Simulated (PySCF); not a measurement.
How the method moves the HOMO and LUMO of 1,1,1,3,3-pentafluoropropane

1,1,1,3,3-pentafluoropropane, C₃H₃F₅.
Structure used (PBE0-D3(BJ)/def2-SVP), in Å, numbered top down from 1:
```
atom  x, y, z in Å
F1     1.3493    1.0847    1.6716
C2     1.0132    0.1236    0.7853
F3     2.0305   -0.0120   -0.0881
C4    -0.2471    0.5442    0.0643
C5    -0.8446   -0.5364   -0.8009
F6    -1.9745   -0.1137   -1.3705
F7    -1.1388   -1.6224   -0.0731
F8    -0.0169   -0.9196   -1.7710
H9     0.8928   -0.8293    1.3294
H10   -0.0241    1.4199   -0.5619
H11   -1.0012    0.8339    0.8091
```

Basis pcSseg-1 throughout (PySCF), one geometry. One conformer (not necessarily the lowest) at the PBE0-D3(BJ)/def2-SVP geometry, without solvent, vibrations or thermal averaging.

Task: How do the orbital energies, the gap and the dipole change with the method?

Result: 
```csv
method,kind,HOMO (eV),LUMO (eV),gap (eV),μ (D),SCF cycles
OPBE,GGA,-8.22,0.89,9.11,1.32,14
PBE,GGA,-8.27,0.68,8.95,1.33,13
BP86,GGA,-8.41,0.74,9.15,1.35,13
KT2,GGA,-8.47,0.63,9.10,1.35,14
B97-2,global hybrid,-9.88,1.55,11.42,1.45,12
BHandHLYP,global hybrid,-11.96,2.20,14.16,1.56,12
wB97X-D,range-separated hybrid,-12.15,3.41,15.56,1.49,12
LC-wPBE,range-separated hybrid,-12.95,3.77,16.72,1.48,12
```

The HOMO spans 4.73 eV, from OPBE down to LC-wPBE, and the gap runs from 8.95 eV (PBE) to 16.72 eV (LC-wPBE). Over the methods OPBE (0 %), PBE (0 %), BP86 (0 %), KT2 (0 %), B97-2 (21 %), BHandHLYP (50 %), a straight line through the gap against the share of exact exchange rises by 1.03 eV for each 10 % (correlation coefficient 0.999). The dipole ranges from 1.32 D (OPBE) to 1.56 D (BHandHLYP). This basis has no diffuse functions.
